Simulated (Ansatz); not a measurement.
A nudged elastic band was laid between two geometries of C2H7ClSSi (12 atoms, charge 0, multiplicity 1).

Level of theory: Ansatz, UKS B3LYP-D4/6-31G*.

- movable images: 7
- climbing image: yes
- spring: 5.0 eV/Å²
- optimiser: quadratic models (default)
- start path: through a guess of the saddle point
- force threshold: 0.03 eV/Å
- iteration limit: 60
- end points: relaxed

Initial state:

```xyz
12
Properties=species:S:1:pos:R:3
C -0.599 0.289 1.523
C 0.763 0.441 0.855
S 1.259 -1.006 -0.202
Si -0.022 -0.776 -1.885
Cl 0.270 1.051 -2.852
H -0.791 1.151 2.174
H -0.640 -0.619 2.132
H -1.408 0.241 0.788
H 1.560 0.503 1.602
H 0.817 1.346 0.244
H -1.461 -0.802 -1.533
H 0.328 -1.874 -2.812
```

Final state:

```xyz
12
Properties=species:S:1:pos:R:3
C -0.729 0.427 1.326
C 0.686 0.321 0.774
S 0.929 -1.054 -0.441
Si -0.734 -0.438 -2.246
Cl 0.459 1.332 -2.700
H -0.789 1.288 2.000
H -1.005 -0.468 1.896
H -1.461 0.565 0.524
H 1.427 0.172 1.563
H 0.967 1.211 0.204
H 0.247 -2.004 0.239
H 0.080 -1.407 -3.105
```

Question: Which bonds break or form, and what moves?

Answer: Bonds broken: Si4–H11. Bonds formed: S3–H11.

Question: What energy profile does the band end with?

Answer: The run converged. The highest image is number 4 of 0 to 8, 2.71 eV above the first end and 0.91 eV above the last; the last end lies 1.80 eV above the first. Neighbouring images differ by up to 1.3 eV, so the band resolves the path poorly. A vibrational analysis at the climbing image gives one clearly imaginary mode, 980i cm⁻¹: a first-order saddle point. The orbitals stay closed-shell, which can raise the energy where a bond breaks towards radicals; this wasn't checked here.

```
image  path coordinate (Å)  energy (eV)  Si4–H11 (Å)  S3–H11 (Å)
    0                 0.00         0.00         1.48        3.03
    1                 0.47         0.04         1.48        2.94
    2                 0.93         0.45         1.47        2.59
    3                 1.40         1.79         1.48        2.12
    4                 1.86         2.71         1.63        1.69
    5                 2.60         2.15         2.42        1.35
    6                 3.33         1.87         2.99        1.35
    7                 4.07         1.82         3.08        1.35
    8                 4.80         1.80         3.10        1.35
```

Question: What is the geometry of the highest image?

Answer: 
```xyz
12
Properties=species:S:1:pos:R:3
C -0.640 0.336 1.627
C 0.604 0.335 0.745
S 0.828 -1.231 -0.221
Si -0.313 -0.596 -2.339
Cl 0.634 1.215 -2.846
H -0.683 1.264 2.209
H -0.634 -0.508 2.324
H -1.554 0.274 1.027
H 1.515 0.407 1.346
H 0.611 1.178 0.050
H -0.733 -1.054 -0.835
H 0.440 -1.675 -3.053
```

Run time: 5.5 min on 2 threads of AMD EPYC 9R45 96-Core Processor (Zen 5), on a shared host, peak memory 0.4 GiB.
